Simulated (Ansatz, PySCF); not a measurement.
Pair of molecules: NH3 (SMILES N) (first 4 atoms) with N2 (SMILES N#N); geometry from B3LYP-D3(BJ)/def2-TZVP, rigid monomers moved along the line of their centres of mass till H4···N6 is 2.38 Å.
(charge 0, multiplicity 1):
```xyz
6

N     -0.077    -0.118    -0.355
H      0.881     0.150    -0.549
H     -0.660     0.690    -0.537
H     -0.139    -0.319     0.637
N     -0.012    -0.043     4.088
N     -0.070    -0.181     3.007
```

Counterpoise-corrected where a basis set is named; no monomer relaxation. Rows marked so take none.

Frozen-core correlation. Rows in 6-31G* carry no dispersion term and start afresh at each structure (6-31G* with six Cartesian d functions).

Run with Ansatz (an electronic-structure program) with Gaussian orbitals; PySCF for 6-31G* rows. Each number belongs to the level named beside it.

Q: One of these levels gives 15.6 meV for the interaction energy. Which?
A) HF/aug-cc-pVTZ
B) MP2/aug-cc-pVTZ
C) HF/6-31G* (no counterpoise)

A: C, HF/6-31G* (no counterpoise). The others give 37.1 (HF/aug-cc-pVTZ), -10.3 (MP2/aug-cc-pVTZ)
